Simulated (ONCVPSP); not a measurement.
Configuration tests for beryllium (Be) (ONCV)

beryllium, optimised norm-conserving Vanderbilt (ONCV), made with ONCVPSP 4.0.1 (PBE, scalar-relativistic). Core none, reference 1s2 2s2. Waves: 1s+2s: rc 0.90 bohr, ncon 4, nbas 7, qcut 15.6 1/bohr, 2 projectors; p scattering state at 0.46 Ha: rc 0.75 bohr, ncon 3, nbas 7, qcut 9.7 1/bohr, 2 projectors, debl 2.8 Ha; d scattering state at 0.4 Ha: rc 0.80 bohr, ncon 3, nbas 6, qcut 12.1 1/bohr, 2 projectors, debl 2.5 Ha. Local part: polynomial inside 0.60 bohr (lpopt 4, dvloc0 0 Ha). Core correction: none.

Energies are relative to the spin-unpolarised reference configuration 1s2 2s2; without spin polarisation the order of configurations can differ from experiment.

Give the all-electron excitation energy and the error of the potential for: 1s2 2s1; 1s2 2s0; 1s2 2s1.5; 1s1 2s2.

| valence configuration | charge | ΔE all-electron (eV) | error AE − PS (meV) |
| --- | --- | --- | --- |
| 1s2 2s1 | +1 | 9.551 | +0.5 |
| 1s2 2s0 | +2 | 27.498 | +4.1 |
| 1s2 2s1.5 | +0.5 | 3.761 | +0.1 |
| 1s1 2s2 | +1 | 128.281 | +1331 |
